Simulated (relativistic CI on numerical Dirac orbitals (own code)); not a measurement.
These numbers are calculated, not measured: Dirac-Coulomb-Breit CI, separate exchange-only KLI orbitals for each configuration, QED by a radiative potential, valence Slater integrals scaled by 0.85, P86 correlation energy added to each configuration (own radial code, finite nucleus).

Configuration list (outside the closed core 1s2): 2s2 2p5, 2s2 2p4 3s, 2s2 2p4 3p, 2s 2p6, 2s2 2p4 4s, 2s2 2p4 3d, 2s2 2p4 4p, 2s2 2p4 5s, 2s2 2p4 4d, 2s2 2p4 4f, 2s2 2p4 5p, 2s2 2p4 5d, 2s2 2p4 5f, 2s2 2p4 5g. Levels of other configurations are missing.

Correlation outside the listed configurations is missing or only estimated: errors of thousands of cm⁻¹ between configurations and terms are usual at this charge. Rates and lifetimes follow the computed energies and can be off by large factors. The fine structure of a lone outer electron comes out too small, for d and f at times inverted, and misplaced configurations move strength between like terms. 17 of the 19 excited levels that our extract of the measured tables holds in this range could be paired (the sources list more); they are missed by 4650 cm⁻¹ on average and 5287 at most, and levels without a partner can miss by more.

Outline of the computed level scheme of F I. Lowest level of each configuration: 2s2 2p5 2P°_3/2 at 0.0000 eV; 2s2 2p4 3s 4P_5/2 at 12.1319 eV; 2s2 2p4 3p 4P°_5/2 at 13.7744 eV; 2s2 2p4 4s 4P_5/2 at 15.0279 eV; 2s2 2p4 3d 4D_7/2 at 15.2285 eV; 2s2 2p4 4p 4P°_5/2 at 15.5085 eV.

Some strong electric-dipole decays among the lowest 45 levels: 2s2 2p4 3s 2P_3/2 → 2s2 2p5 2P°_3/2 (5.1e+08 s⁻¹); 2s2 2p4 3s 2P_1/2 → 2s2 2p5 2P°_1/2 (4.0e+08 s⁻¹); 2s2 2p4 3s 2D_5/2 → 2s2 2p5 2P°_3/2 (2.2e+08 s⁻¹); 2s2 2p4 3s 2P_1/2 → 2s2 2p5 2P°_3/2 (2.0e+08 s⁻¹); 2s2 2p4 3s 2D_3/2 → 2s2 2p5 2P°_1/2 (1.9e+08 s⁻¹); 2s2 2p4 4s 2P_3/2 → 2s2 2p5 2P°_3/2 (1.8e+08 s⁻¹); 2s2 2p4 4s 2P_1/2 → 2s2 2p5 2P°_1/2 (1.5e+08 s⁻¹); 2s2 2p4 3s 2P_3/2 → 2s2 2p5 2P°_1/2 (9.7e+07 s⁻¹).

Rates of lines that live on the mixing of spin multiplicities can be off by large factors.

LS names give the leading component of a level, which can be under half, so a name can repeat, a term be missing and a line seem to break the LS rules.
